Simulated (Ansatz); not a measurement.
`FC(Br)I` + H–F → `FC(F)Br` + HI at 400 K and 1 bar (substitution at a C–I bond).

Computed with Ansatz on PBE0-D4/def2-TZVP structures; ΔE is electronic, products minus reactants. CCSD(T)/CBS is the MP2 limit (def2-TZVPP, def2-QZVPP) plus CCSD(T) − MP2 in def2-TZVPP, frozen cores. This one scheme is used for every species. Elements past krypton have def2 core potentials. For Br, I outer-core shells are correlated without core-valence functions, which leaves a few kJ/mol of doubt a bond. Scalar relativity is left out up to krypton.

```json
{"species": "`FC(Br)I`", "CCSD(T)/CBS energy (Eh)": "-3009.18101", "H − E (kJ/mol)": "74.3", "S (J/(mol·K))": "345.9"}
{"species": "H–F", "CCSD(T)/CBS energy (Eh)": "-100.39570", "H − E (kJ/mol)": "36.5", "S (J/(mol·K))": "182.2"}
{"species": "`FC(F)Br`", "CCSD(T)/CBS energy (Eh)": "-2811.54081", "H − E (kJ/mol)": "79.4", "S (J/(mol·K))": "311.2"}
{"species": "HI", "CCSD(T)/CBS energy (Eh)": "-298.03592", "H − E (kJ/mol)": "25.7", "S (J/(mol·K))": "215.0"}
```

H − E and S are ideal-gas, rigid-rotor, harmonic terms from PBE0-D4/def2-TZVP, for one conformer and one mirror image of each species. 1 Eh = 2625.50 kJ/mol, R = 8.31446 J/(mol·K).

Question: By hand: ΔE, ΔH, ΔS and ΔG.

Answer: ΔE = (-2811.54081) + (-298.03592) − (-3009.18101) − (-100.39570) = -0.00002 Eh = -0.1 kJ/mol. Δ(H − E) = 79.4 + 25.7 − 74.3 − 36.5 = -5.7, so ΔH = -5.8 kJ/mol. ΔS = 311.2 + 215.0 − 345.9 − 182.2 = -1.9 J/(mol·K). ΔG = -5.8 − 400 × (-1.9)/1000 = -5.0 kJ/mol.

Question: By hand: the equilibrium constant, and the temperature at which ΔG would vanish if ΔH and ΔS stayed fixed.

Answer: log₁₀ K = −ΔG/(RT ln 10) = 0.7. ΔG = 0 at ΔH/ΔS = 3053 K, far beyond where these terms or the molecules hold.

The number of gas molecules stays the same, so ΔS is small and ΔH decides. The sign of ΔG lies within the doubt. A doubt of 5 kJ/mol in ΔE shifts log₁₀ K by 0.7 here. Other conformers and mirror images would add mixing entropy, several J/(mol·K) or more a flexible species. These are equilibria of isolated gas molecules and say nothing of rates. Largest T1 diagnostic: 0.010 (customary marks: 0.02 for closed shells, 0.045 for open ones).
